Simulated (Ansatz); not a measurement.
A substitution series on Si: NH2 to Cl

On one Si centre that keeps F, n of the NH2 ligands are replaced by Cl. The HOMO–LUMO gap y in eV at wB97X-V/def2-TZVPP. Shapes, held fixed at every level: PBE0-D4/def2-TZVP. Flexible molecules stand in one conformer, not always the lowest. Programs: Ansatz 0.2.0.

| molecule | n | y (eV) |
| --- | --- | --- |
| Si(NH2)3F | 0 | 12.72 |
| Si(NH2)2ClF | 1 | 13.09 |
| Si(NH2)Cl2F | 2 | ? |
| SiCl3F | 3 | 14.12 |

Question: Fit y = c + s·n to the known rows and predict Si(NH2)Cl2F.

Answer: 
1. Means of the 3 rows: n = 1.33333, y = 13.310.
2. Σ(Δn)² = 4.6667, Σ(Δn·Δy) = 2.21, so the slope is 2.21/4.6667 = 0.47357.
3. Intercept: 13.310 − (0.47357) × 1.33333 = 12.679. The largest residual of the fit is 0.063.
4. Si(NH2)Cl2F: 12.679 + (0.47357) × 2 = 13.63 eV.

The run gave 13.46 eV, so the prediction is off by +0.17 eV, more than the scatter of the fit. The step per swap changes from +0.37 to +0.66 eV along the series, so a line misses the bend. Other levels give for Si(NH2)Cl2F: PBE-D4/def2-TZVPP 6.49; BHLYP-D4/def2-TZVPP 11.09; wB97M-V/def2-TZVPP 12.89 eV. Orbital gaps aren't excitation energies, and the LUMO depends on the basis. The series runs otherwise at r2SCAN-D4/def2-TZVPP.
